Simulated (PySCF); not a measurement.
Compound: C3H10N2Si.
Structure used (PBE0-D3(BJ)/def2-SVP), in Å, numbered top down from 1:
```
atom  x, y, z in Å
N1     2.9773   -0.6174    0.0871
Si2    1.5421    0.2871   -0.2306
N3     0.2159   -0.6230    0.4034
C4    -1.0069   -0.1149    0.9235
C5    -2.2996   -0.4160    0.2167
C6    -1.7338    0.9711    0.1843
H7     3.7690   -0.5484   -0.5411
H8     3.2711   -0.8197    1.0358
H9     1.4215    1.6492    0.3855
H10    1.5723    0.4801   -1.7195
H11    0.2828   -1.6351    0.3844
H12   -1.0790   -0.0557    2.0200
H13   -2.2263   -1.0076   -0.6997
H14   -3.1915   -0.6093    0.8186
H15   -2.2209    1.7558    0.7682
H16   -1.2990    1.3168   -0.7578
```

Computed, not measured: core-valence-separated Tamm–Dancoff BHandHLYP/aug-pcX-1 (pcseg-1 on H, def2-SVPD on Si) in PySCF, non-relativistic, gas phase, PBE0-D3(BJ)/def2-SVP geometry. No empirical shift is added; at this level the pattern usually sits a few eV under experiment.

The lowest roots of each edge with f over 0.003 (five at most, numbered afresh; weaker and dark ones are left out), with transition dipoles (au) in the frame of the coordinates:

```json
{"root": "1", "edge": "C", "E (eV)": "285.65", "μx": "0.0365", "μy": "0.0123", "μz": "-0.0012"}
{"root": "2", "edge": "C", "E (eV)": "285.79", "μx": "-0.0199", "μy": "0.0351", "μz": "0.0074"}
{"root": "3", "edge": "C", "E (eV)": "285.95", "μx": "-0.0100", "μy": "0.0122", "μz": "0.0414"}
{"root": "4", "edge": "C", "E (eV)": "285.98", "μx": "0.0180", "μy": "-0.0001", "μz": "-0.0602"}
{"root": "5", "edge": "C", "E (eV)": "286.44", "μx": "-0.0054", "μy": "0.0283", "μz": "-0.0150"}
{"root": "6", "edge": "N", "E (eV)": "398.90", "μx": "0.0259", "μy": "0.0037", "μz": "0.0089"}
{"root": "7", "edge": "N", "E (eV)": "399.37", "μx": "-0.0087", "μy": "0.0387", "μz": "0.0011"}
{"root": "8", "edge": "N", "E (eV)": "399.89", "μx": "-0.0192", "μy": "-0.0187", "μz": "0.0499"}
{"root": "9", "edge": "N", "E (eV)": "400.19", "μx": "0.0003", "μy": "-0.0047", "μz": "-0.0336"}
{"root": "10", "edge": "N", "E (eV)": "400.40", "μx": "-0.0061", "μy": "0.0439", "μz": "0.0195"}
```

Task: What are the oscillator strengths?

Result: f = (2/3) ΔE |μ|², with ΔE in hartree (27.2114 eV):

| root | ΔE (Eh) | \|μ\|² (au) | f | core hole on |
| --- | --- | --- | --- | --- |
| 1 | 10.4976 | 0.001485 | 0.010 | C5 |
| 2 | 10.5024 | 0.001683 | 0.012 | C6 |
| 3 | 10.5085 | 0.001963 | 0.014 | C5 |
| 4 | 10.5096 | 0.003948 | 0.028 | C6 |
| 5 | 10.5264 | 0.001055 | 0.007 | C5/C6 |
| 6 | 14.6592 | 0.000764 | 0.007 | N1 |
| 7 | 14.6767 | 0.001575 | 0.015 | N3 |
| 8 | 14.6957 | 0.003208 | 0.031 | N1 |
| 9 | 14.7066 | 0.001151 | 0.011 | N3 |
| 10 | 14.7145 | 0.002345 | 0.023 | N1 |

Task: Molecules are fixed in this frame and the field points along y. What effective strengths 3 f cos²θ do the roots have (θ between field and μ)?

Result: root 1 (C5): 0.003, root 2 (C6): 0.026, root 3 (C5): 0.003, root 4 (C6): 0.000, root 5 (C5/C6): 0.017, root 6 (N1): 0.000, root 7 (N3): 0.044, root 8 (N1): 0.010, root 9 (N3): 0.001, root 10 (N1): 0.057. Root 10 is the strongest. Averaged over all orientations cos²θ is 1/3, which gives f back.

One conformer stands for the species.
